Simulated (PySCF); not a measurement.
**Potential energy of ZnF⁺ along the bond**

Set-up: basis Zn cc-pVDZ-PP with ECP10, F cc-pVDZ; scalar-relativistic core potentials; PySCF 2.14. Energies in eV from Zn⁺ + F in their ground configurations at the same level. State: ¹Σ⁺ (singlet), closed shell.

All columns are PBE0. A positive dipole points towards F; it is taken about the centre of mass and depends on that origin.

| R (Å) | E (eV) | μ (D) | Mulliken charge on Zn (basis-dependent) | HOMO (eV) | LUMO (eV) | Mayer bond order | ⟨S²⟩ |
| --- | --- | --- | --- | --- | --- | --- | --- |
| 1.466 | -1.434 | -4.96 | 1.30 | -18.03 | -11.45 | 1.20 | 0.00 |
| 1.534 | -2.180 | -5.19 | 1.31 | -17.72 | -11.60 | 1.17 | 0.00 |
| 1.603 | -2.582 | -5.40 | 1.31 | -17.41 | -11.73 | 1.16 | 0.00 |
| 1.654 | -2.722 | -5.54 | 1.30 | -17.18 | -11.83 | 1.15 | 0.00 |
| 1.705 | -2.760 | -5.66 | 1.30 | -16.96 | -11.92 | 1.14 | 0.00 |
| 1.756 | -2.722 | -5.77 | 1.30 | -16.76 | -12.00 | 1.13 | 0.00 |
| 1.824 | -2.584 | -5.89 | 1.29 | -16.52 | -12.10 | 1.12 | 0.00 |
| 1.910 | -2.319 | -6.02 | 1.28 | -16.26 | -12.22 | 1.11 | 0.00 |
| 2.012 | -1.926 | -6.12 | 1.27 | -16.01 | -12.34 | 1.09 | 0.00 |
| 2.148 | -1.359 | -6.21 | 1.25 | -15.78 | -12.49 | 1.07 | 0.00 |

A fit through these points gives, at Re = 1.702 Å, μ = -5.65 D and dμ/dR = -2.26 D/Å; the reduced mass is 14.65 u.

**Question.** How strong is the fundamental in the double-harmonic approximation, I = 42.26·(dμ/dR)²/μred km/mol?

**Answer.** I = 42.26·(-2.26)²/14.65 = 14.7 km/mol at PBE0.

For an ion De counts to the pair picked by the measured ionisation energies or electron affinities, which need not be the lowest pair at this level.
